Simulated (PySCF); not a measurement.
# One molecule, several mistakes: BH4NOSi

All numbers below are calculated, not measured. The program is PySCF 2.14.0, an open-source quantum chemistry code, run on an isolated molecule that a program drew, which may never have been made. The molecule is BH4NOSi (charge 0, singlet), drawn as the SMILES string `B=N[SiH2]O`.

Each row is a Hartree-Fock (HF) and frozen-core CCSD(T) single point in the cc-pV(D+d)Z basis, meant for a local HF minimum. Run 1 is clean. Each other run has one planted mistake out of seven kinds, and not every kind appears here: one electron removed, one electron added, multiplicity raised by two, geometry at a saddle point, minimal basis STO-3G, one bond length entered in bohr, all coordinates scaled. The reference is restricted for singlets and unrestricted otherwise, and also for a bond in bohr. Adding or removing an electron swaps singlet and doublet. Electrons count all cores. HOMO and LUMO are orbital energies over both spins, the gradient is its largest component, and the lowest frequency (negative if imaginary) is given only where the gradient is small. Bond lengths are over the 7 bonds as drawn. T1 is the CCSD diagnostic: over 0.02 (restricted) or 0.045 (unrestricted) a single reference is doubtful.

Geometry of the clean run:
```xyz
8
BH4NOSi, angstrom
B    -1.3456   -2.9657    0.8997
N    -0.5853   -2.2073    0.2754
Si    0.4595   -1.2025   -0.6255
O     0.0894    0.3895   -0.4363
H    -2.0622   -3.6787    1.4927
H     0.3206   -1.4701   -2.0644
H     1.8439   -1.4632   -0.1807
H     0.0884    0.7557    0.4350
```

| run | electrons | basis functions | <S^2> | HOMO (eV) | LUMO (eV) | gradient (hartree/bohr) | lowest frequency (cm^-1) | mean bond (Å) | longest bond (Å) | T1 | HF (hartree) | CCSD(T) (hartree) | mistake |
|---|---|---|---|---|---|---|---|---|---|---|---|---|---|
| 1 | 38 | 85 | 0.000 | -11.27 | 3.64 | 2.8e-05 | 136 | 1.3798 | 1.707 | 0.0151 | -445.36050 | -445.93000 | no fault |
| 2 | 39 | 85 | 0.766 | 2.36 | 9.21 | 1.0e-01 | - | 1.3798 | 1.707 | 0.0337 | -445.24864 | -445.83614 | one electron added |
| 3 | 38 | 28 | 0.000 | -8.85 | 10.05 | 5.4e-02 | - | 1.3798 | 1.707 | 0.0179 | -439.93257 | -440.16360 | minimal basis STO-3G |
| 4 | 38 | 85 | 2.020 | -5.32 | -0.15 | 1.4e-01 | - | 1.3798 | 1.707 | 0.0182 | -445.16972 | -445.69902 | multiplicity raised by two |
| 5 | 37 | 85 | 0.761 | -17.50 | -8.10 | 6.9e-02 | - | 1.3798 | 1.707 | 0.0597 | -445.00865 | -445.53734 | ? |

**Which mistake was planted in run 5, and what did it cost?**

It counts 37 electrons, one fewer than the clean run, at the same geometry and basis. So the mistake is: one electron removed. Subtracting run 1 and multiplying by 627.51 kcal/mol a hartree, the energy moved by 220.8 kcal/mol in HF and 246.4 kcal/mol in CCSD(T).

Cautions from the logs. Run 2: the HOMO is above zero, so the electron isn't bound and the energy depends on the basis; run 5: T1 is over the limit, so its CCSD(T) energy is less reliable.
